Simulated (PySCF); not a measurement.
Compound: C₃H₉NSi.
Cartesian coordinates in Å at the PBE0-D3(BJ)/def2-SVP level; atoms count from 1:
```
atom  x, y, z in Å
Si1    1.9692    0.7891    0.0773
N2     0.8183   -0.4009    0.6018
C3    -0.5557   -0.1005    0.8406
C4    -1.6027   -1.0533    0.3426
C5    -1.4172    0.2737   -0.3314
H6     3.2862    0.0916   -0.0226
H7     1.5742    1.3348   -1.2567
H8     2.1257    1.9640    1.0003
H9     1.1690   -1.1723    1.1604
H10   -0.7968    0.4167    1.7824
H11   -2.4935   -1.2167    0.9547
H12   -1.2392   -1.9356   -0.1901
H13   -0.9404    0.2728   -1.3148
H14   -2.1741    1.0491   -0.1898
```

Computed with PBE0-D3(BJ)/def2-SVP geometry optimisation, gas phase (PySCF).

Take the most abundant isotopes and a rigid rotor. The values belong to one conformer with, in the numbering `[SiH3:1][NH:2][CH:3]1[CH2:4][CH2:5]1`, Si1–N2–C3–C4 137°.

Task: Give the principal moments of inertia and the rotational constants in MHz.

Result: Ia = 46.32, Ib = 237.02, Ic = 258.25 u·Å²; 505379 MHz·u·Å²/I gives A = 10910, B = 2132, C = 1957 MHz.

Task: What kind of rotor is it?

Result: A near-prolate asymmetric top: κ = (2 × 2132 − 10910 − 1957)/(10910 − 1957) = -0.96.

Task: What does the inertial defect say?

Result: Not planar: Δ = Ic − Ia − Ib = -25.09 u·Å². For a rigid frame Δ = −2 Σ m c², so Σ m c² = 12.55 u·Å² lies off the ab plane: 8.47 from hydrogen and 4.08 from heavier atoms. The atom farthest from that plane is 1.60 Å away.

Task: Give the other two planar moments, Paa and Pbb, and the rms extents of the mass along the axes.

Result: Paa = Σ m a² = (Ib + Ic − Ia)/2 = 224.48 and Pbb = Σ m b² = (Ia + Ic − Ib)/2 = 33.77 u·Å². With the mass M = 87.05 u, the rms extents √(P/M) along a, b and c are 1.61, 0.62, 0.38 Å.

Task: Which lines would a microwave search look for?

Result: The dipole components are |μa| = 0.71 D, |μb| = 0.77 D, |μc| = 0.30 D. Intensities carry the squares of the components, which stand as 0.86 : 1.00 : 0.16 (a : b : c). Some lines, for components of 0.1 D or more:

```json
{"type": "a", "branch": "Q", "J(Ka,Kc)": "2(1,1) ← 2(1,2)", "MHz": "526", "lower level (cm⁻¹)": "0.696"}
{"type": "a", "branch": "R", "J(Ka,Kc)": "1(0,1) ← 0(0,0)", "MHz": "4089", "lower level (cm⁻¹)": "0.000"}
{"type": "a", "branch": "R", "J(Ka,Kc)": "2(1,2) ← 1(1,1)", "MHz": "8003", "lower level (cm⁻¹)": "0.429"}
{"type": "a", "branch": "R", "J(Ka,Kc)": "2(0,2) ← 1(0,1)", "MHz": "8176", "lower level (cm⁻¹)": "0.136"}
{"type": "a", "branch": "R", "J(Ka,Kc)": "2(1,1) ← 1(1,0)", "MHz": "8354", "lower level (cm⁻¹)": "0.435"}
{"type": "c", "branch": "Q", "J(Ka,Kc)": "2(1,2) ← 2(0,2)", "MHz": "8605", "lower level (cm⁻¹)": "0.409"}
{"type": "c", "branch": "Q", "J(Ka,Kc)": "1(1,1) ← 1(0,1)", "MHz": "8778", "lower level (cm⁻¹)": "0.136"}
{"type": "b", "branch": "Q", "J(Ka,Kc)": "1(1,0) ← 1(0,1)", "MHz": "8953", "lower level (cm⁻¹)": "0.136"}
{"type": "b", "branch": "Q", "J(Ka,Kc)": "2(1,1) ← 2(0,2)", "MHz": "9131", "lower level (cm⁻¹)": "0.409"}
{"type": "b", "branch": "R", "J(Ka,Kc)": "1(1,1) ← 0(0,0)", "MHz": "12867", "lower level (cm⁻¹)": "0.000"}
{"type": "c", "branch": "R", "J(Ka,Kc)": "1(1,0) ← 0(0,0)", "MHz": "13043", "lower level (cm⁻¹)": "0.000"}
{"type": "b", "branch": "R", "J(Ka,Kc)": "2(1,2) ← 1(0,1)", "MHz": "16781", "lower level (cm⁻¹)": "0.136"}
{"type": "c", "branch": "R", "J(Ka,Kc)": "2(1,1) ← 1(0,1)", "MHz": "17307", "lower level (cm⁻¹)": "0.136"}
{"type": "c", "branch": "Q", "J(Ka,Kc)": "2(2,1) ← 2(1,1)", "MHz": "26334", "lower level (cm⁻¹)": "0.714"}
{"type": "b", "branch": "Q", "J(Ka,Kc)": "2(2,0) ← 2(1,1)", "MHz": "26337", "lower level (cm⁻¹)": "0.714"}
{"type": "b", "branch": "Q", "J(Ka,Kc)": "2(2,1) ← 2(1,2)", "MHz": "26860", "lower level (cm⁻¹)": "0.696"}
{"type": "b", "branch": "R", "J(Ka,Kc)": "2(2,1) ← 1(1,0)", "MHz": "34688", "lower level (cm⁻¹)": "0.435"}
{"type": "c", "branch": "R", "J(Ka,Kc)": "2(2,0) ← 1(1,0)", "MHz": "34690", "lower level (cm⁻¹)": "0.435"}
{"type": "c", "branch": "R", "J(Ka,Kc)": "2(2,1) ← 1(1,1)", "MHz": "34863", "lower level (cm⁻¹)": "0.429"}
{"type": "b", "branch": "R", "J(Ka,Kc)": "2(2,0) ← 1(1,1)", "MHz": "34866", "lower level (cm⁻¹)": "0.429"}
```

Task: Estimate the classical rotational partition function at 10 K, 25 K and 100 K.

Result: Point group C1, symmetry number σ = 1; q = (√π/σ)·√((kT/h)³/(ABC)), k/h = 20836.6 MHz/K: 790 at 10 K, 3120 at 25 K, 25000 at 100 K.

Whether it is a minimum is left open (no frequencies). Zero-point vibration and centrifugal distortion are left out. A rigid rotor knows nothing of inversion at nitrogen or internal rotation, which can split or shift real lines. Quadrupole hyperfine structure (14N) is left out.

Time: 75 s wall; peak memory 0.50 GiB. Hardware: an Arm Neoverse V2 with one thread, on a shared host. That covers the optimisation of the geometry.
